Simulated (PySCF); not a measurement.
Si(Cl)(SiH3) (ClH3Si2), SMILES [SiH3][Si]Cl (connectivity only; charge and spin as stated), neutral, multiplicity 1. Geometry optimised at ωB97X-D3(BJ)/def2-TZVP.

TDDFT-CAM-B3LYP/def2-SVPD in PySCF puts the lowest singlet excitations at 1.87, 4.85, 5.17, 5.71, 5.88, 6.00 eV.

What are the lowest excitation roots from ADC(2)/aug-cc-pVDZ in PySCF 2.14.0? (Estimate from the structure and the level; the computed values follow.)

1.93, 4.91, 5.32, 5.66, 5.80, 5.87 eV. S1 differs by 0.07 eV (second minus first; roots are paired by order, and the bases may differ).
